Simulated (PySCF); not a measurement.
Isomers of C7H5ClO3S.

All values: PBE0/pcSseg-1 (PySCF) at GFN2-xTB geometries, gas phase, one conformer each.

(1) Rank by LUMO energy, lowest first.
A. `[O:1]=[CH:2][c:3]1[cH:4][cH:5][cH:6][c:7]([S:8](=[O:9])(=[O:10])[Cl:11])[cH:12]1` with O1–C2–C3–C4 -179°, C6–C7–S8–O9 158°
B. `[O:1]=[CH:2][c:3]1[cH:4][cH:5][cH:6][cH:7][c:8]1[S:9](=[O:10])(=[O:11])[Cl:12]` with O1–C2–C3–C4 7°, C7–C8–S9–O10 138°
C. `[O:1]=[CH:2][c:3]1[cH:4][cH:5][c:6]([S:7](=[O:8])(=[O:9])[Cl:10])[cH:11][cH:12]1` with O1–C2–C3–C4 180°, C5–C6–S7–O8 23°

## Answers

(1) C (-3.02 eV), B (-2.89 eV), A (-2.71 eV).

All values together:

```json
{"SMILES": "COC(=O)c1ccsc1C(=O)Cl", "μ (D)": "3.26", "HOMO (eV)": "-7.96", "LUMO (eV)": "-2.68", "lowest IAO charge (e)": "-0.450 (O)", "highest IAO charge (e)": "+0.522 (C)", "lowest Hirshfeld charge (e)": "-0.249 (O)", "highest Hirshfeld charge (e)": "+0.210 (C)"}
{"SMILES": "O=Cc1cccc(S(=O)(=O)Cl)c1", "μ (D)": "5.97", "HOMO (eV)": "-8.21", "LUMO (eV)": "-2.71", "lowest IAO charge (e)": "-0.829 (O)", "highest IAO charge (e)": "+1.986 (S)", "lowest Hirshfeld charge (e)": "-0.271 (O)", "highest Hirshfeld charge (e)": "+0.522 (S)"}
{"SMILES": "O=Cc1ccc(S(=O)(=O)Cl)cc1", "μ (D)": "3.07", "HOMO (eV)": "-8.26", "LUMO (eV)": "-3.02", "lowest IAO charge (e)": "-0.826 (O)", "highest IAO charge (e)": "+1.986 (S)", "lowest Hirshfeld charge (e)": "-0.269 (O)", "highest Hirshfeld charge (e)": "+0.522 (S)"}
{"SMILES": "O=Cc1ccccc1S(=O)(=O)Cl", "μ (D)": "4.97", "HOMO (eV)": "-8.01", "LUMO (eV)": "-2.89", "lowest IAO charge (e)": "-0.825 (O)", "highest IAO charge (e)": "+1.977 (S)", "lowest Hirshfeld charge (e)": "-0.263 (O)", "highest Hirshfeld charge (e)": "+0.525 (S)"}
```

Conformers: `[CH3:1][O:2][C:3](=[O:4])[c:5]1[cH:6][cH:7][s:8][c:9]1[C:10](=[O:11])[Cl:12]` with C1–O2–C3–O4 -7°, O2–C3–C5–C6 128°, S8–C9–C10–O11 168°; `[O:1]=[CH:2][c:3]1[cH:4][cH:5][cH:6][c:7]([S:8](=[O:9])(=[O:10])[Cl:11])[cH:12]1` with O1–C2–C3–C4 -179°, C6–C7–S8–O9 158°; `[O:1]=[CH:2][c:3]1[cH:4][cH:5][c:6]([S:7](=[O:8])(=[O:9])[Cl:10])[cH:11][cH:12]1` with O1–C2–C3–C4 180°, C5–C6–S7–O8 23°; `[O:1]=[CH:2][c:3]1[cH:4][cH:5][cH:6][cH:7][c:8]1[S:9](=[O:10])(=[O:11])[Cl:12]` with O1–C2–C3–C4 7°, C7–C8–S9–O10 138°.
